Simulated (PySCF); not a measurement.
Several molecules and their computed UV-vis stick spectra, shuffled. Computed, not measured: TDDFT PBE0/def2-SVPD, vertical, gas phase, core orbitals frozen in the response (PySCF 2.14.0, density-fitted response routines). Geometries: GFN2-xTB; one conformer of each isolated species. Triplets are in the Tamm–Dancoff approximation.

A. `CC(C)(F)C=C=S`
B. `C=C1CC(C#N)C1`
C. `F[C@@H]1CO[SiH2]C1`
D. `C/C=C(/CF)OC`
E. `C=C1C[C@@]1(C)C#N`

Lowest singlet levels (six at most, fewer where fewer were computed) with oscillator strengths:

1. 6.30 eV (f 0.002); 6.88 eV (f 0.013); 7.28 eV (f 0.370); 7.40 eV (f 0.025); 7.55 eV (f 0.035); 7.68 eV (f 0.011); T1 4.40 eV
2. 6.72 eV (f 0.155); 6.96 eV (f 0.152); 7.21 eV (f 0.000); 7.46 eV (f 0.018); 7.46 eV (f 0.000); 7.61 eV (f 0.001); T1 4.20 eV
3. 2.37 eV (f 0.000); 5.36 eV (f 0.001); 5.70 eV (f 0.000); 5.89 eV (f 0.004); 6.40 eV (f 0.000); 6.54 eV (f 0.629); T1 2.00 eV
4. 6.03 eV (f 0.126); 6.34 eV (f 0.205); 6.65 eV (f 0.029); 6.88 eV (f 0.020); 7.47 eV (f 0.010); 7.59 eV (f 0.010); T1 3.94 eV
5. 6.78 eV (f 0.001); 7.37 eV (f 0.028); 7.45 eV (f 0.023); 7.93 eV (f 0.010); 8.00 eV (f 0.024); 8.17 eV (f 0.015); T1 6.49 eV

Question: Match each spectrum to its molecule.

Answer: 1 = E, 2 = B, 3 = A, 4 = D, 5 = C.
- A: S1 at 2.37 eV, HOMO→LUMO (100%); Löwdin shares by element: HOMO carbon 46% or more, sulfur 43%; LUMO carbon 48% or more, sulfur 41%, hydrogen 4% or more; HOMO -6.58 and LUMO -2.42 eV; point group Cs, 3 of its 6 listed states under f = 0.0005.
- B: S1 at 6.72 eV, HOMO→LUMO (66%), HOMO→LUMO+1 (31%); Löwdin shares by element: HOMO carbon 83% or more (atoms not listed hold the other 17%); LUMO carbon 65% or more (atoms not listed hold the other 35%); HOMO -7.66 and LUMO -0.37 eV; point group Cs, 2 of its 6 listed states under f = 0.0005.
- C: S1 at 6.78 eV, HOMO→LUMO (98%); Löwdin shares by element: HOMO oxygen 48%, carbon 13% or more, silicon 10%, hydrogen 8% or more (atoms not listed hold the other 21%); LUMO silicon 38%, hydrogen 24% or more, oxygen 12% (atoms not listed hold the other 26%); HOMO -8.17 and LUMO 0.05 eV.
- D: S1 at 6.03 eV, HOMO→LUMO (60%), HOMO→LUMO+1 (37%); Löwdin shares by element: HOMO carbon 57% or more, oxygen 25% (atoms not listed hold the other 18%); LUMO carbon 58% or more, fluorine 8% (atoms not listed hold the other 33%); HOMO -6.54 and LUMO 0.19 eV.
- E: S1 at 6.30 eV, HOMO-1→LUMO (89%); Löwdin shares by element: HOMO carbon 78% or more, nitrogen 4% (atoms not listed hold the other 18%); LUMO carbon 63% or more, hydrogen 6% or more (atoms not listed hold the other 31%); HOMO -8.23 and LUMO -0.59 eV.
B and C have S1 within 0.06 eV of each other; their strongest listed levels stand at 6.72 eV (f 0.155) and 7.37 eV (f 0.028).

Without π bonds the low states may be Rydberg-like; a valence basis with one diffuse set may place them up to an eV too high.
